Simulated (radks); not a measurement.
The numbers below are computed, except where a source is named.
Problem. These are the eigenvalues of the occupied orbitals of an atom or ion with whole-number occupations (Ry). Code: a radial shooting solver on a logarithmic mesh with Libxc functionals. Model: scalar-relativistic Kohn-Sham, SCAN, spin-polarised, spherical densities, finite nucleus; meta-GGA in the generalised Kohn-Sham scheme; Fermi nuclear charge, rms radius of each element as measured or else 0.836 A^(1/3) + 0.57 fm.

| orbital | eigenvalue |
|---|---|
| 1s up | -6664.969 |
| 1s down | -6664.789 |
| 2s up | -1344.133 |
| 2s down | -1344.023 |
| 2p up | -1179.181 |
| 2p down | -1179.008 |
| 3s up | -454.7419 |
| 3s down | -454.6071 |
| 3p up | -406.8600 |
| 3p down | -406.6833 |
| 3d up | -359.5704 |
| 3d down | -359.3578 |
| 4s up | -216.3975 |
| 4s down | -215.3709 |
| 4p up | -198.3938 |
| 4p down | -197.3889 |

Which element is it, and in what charge state? The configuration may be excited. Open shells, if any, are filled with parallel spins first.

Solution. Z = 82, lead, charge +48: Pb48+ in [Ar] 3d10 4s2 4p4. The list shows which subshells hold electrons but not how many an open one holds; the 1s level, -3332.5 hartree, gives Z - s = 81.6 by -(Z - s)^2/2, which with screening and relativity narrows Z to a few neighbours, and the depths of the outer levels then fix element, charge and occupations together.
